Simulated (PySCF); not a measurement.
**Bond energies at MP2/def2-TZVPP beside a composite method**

PySCF, lowest determinants of a PBE0 search. The composite is CCSD(T) extrapolated to the basis-set limit from two correlation-consistent sets, with core-valence (CV) and scalar-relativistic (SR) terms as its label shows; it has no spin–orbit coupling and nothing beyond (T).

```
species  state (unpaired electrons)  De MP2 (eV)  De composite (eV)              composite  dissociates to
    SrF               doublet (σ ↑)         5.46               5.51     CCSD(T)/CBS(DT)+CV          Sr + F
    SeF               doublet (π ↑)         3.45               3.44     CCSD(T)/CBS(TQ)+CV          Se + F
    NaI      singlet (closed shell)         3.34               3.34     CCSD(T)/CBS(DT)+CV          Na + I
    NaN              triplet (π ↑↑)         0.61               0.97  CCSD(T)/CBS(DT)+CV+SR          Na + N
    SiO      singlet (closed shell)         8.51               8.31  CCSD(T)/CBS(TQ)+CV+SR          Si + O
   GaBr      singlet (closed shell)         4.50               4.35     CCSD(T)/CBS(DT)+CV         Ga + Br
   CaBr               doublet (σ ↑)         3.70               3.60        CCSD(T)/CBS(DT)         Ca + Br
     PI              triplet (π ↑↑)         2.23               2.40        CCSD(T)/CBS(TQ)           P + I
```

Problem. Does MP2 bind more or less than the composite, by how much on average, and where is the difference largest?

Solution. MP2/def2-TZVPP binds about as much on average, method and basis taken together: the mean signed difference is -0.01 eV and the mean absolute one 0.13 eV; it is largest for NaN (-0.36 eV).

The molecules are drawn from runs that passed checks on state, spin purity and fit, so the hardest cases are missing and the errors look smaller than over all diatomics.

Correlated steps freeze the inner cores (1 to 19 orbitals); shallow outer-core shells are correlated. UHF and ROHF references stand side by side, which adds small steps between rows. These are scalar-relativistic numbers at best; spin–orbit coupling would shift them, the dissociation energy most. Where the molecule has an RHF reference, its open-shell atoms are computed with UHF. The CCSD T1 diagnostic is raised in NaN, SiO, a sign that a single reference may not be enough there. States were picked by a PBE0 search and need not be the measured ground states.
